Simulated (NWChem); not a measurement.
Molecule: CuH$_{2}$OI; SMILES [OH2]->[Cu][I]

```xyz
5

Cu     0.0006     1.1288    -0.0002
I     -0.0013    -1.2557    -0.0386
O      0.0022     3.1003     0.0845
H      0.7780     3.5196     0.4767
H     -0.7659     3.5195     0.4918
```
Atoms are numbered in this order, from 1.

Computed with NWChem. Structure relaxed at the PBE0/def2-SVP level. def2 effective core potentials on I; no spin-orbit coupling. Level: PBE0/def2-SVPD; the question gives the wavelength of the field.

Problem. Estimate the computed values for field 1065 nm. Quantities: isotropic polarisability (bohr³); anisotropy (bohr³).

Solution. 
```
Quantity                          Value
--------------------------------  -----
isotropic polarisability (bohr³)   70.8
anisotropy (bohr³)                 29.4
```
